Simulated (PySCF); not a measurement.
Be(H)(GeH3) (BeGeH₄), SMILES [GeH3][BeH]. Coordinates come from a B3LYP-D3(BJ)/def2-TZVP optimisation.

Calculation: B3LYP-D3(BJ)/def2-TZVP (PySCF 2.14.0).

Harmonic wavenumbers (cm⁻¹): 339, 339, 522, 556, 556, 809, 891, 891, 2094, 2095, 2095, 2142. Rotational constants (GHz): 82.63, 9.188, 9.188; symmetry number 3.

Work out the zero-point energy and the ideal-gas rigid-rotor harmonic-oscillator thermochemistry at 298.15 K and 1 atm.

ZPE = ½ Σ hcν = ½ × 13326 cm⁻¹ = 79.71 kJ/mol. H − E(el) = 93.61 kJ/mol. Entropy in J/(mol K): translation 164.25, rotation 80.24, vibration 19.23, total 263.72. G − E(el) = 14.98 kJ/mol. Cp = 68.17 J/(mol K).
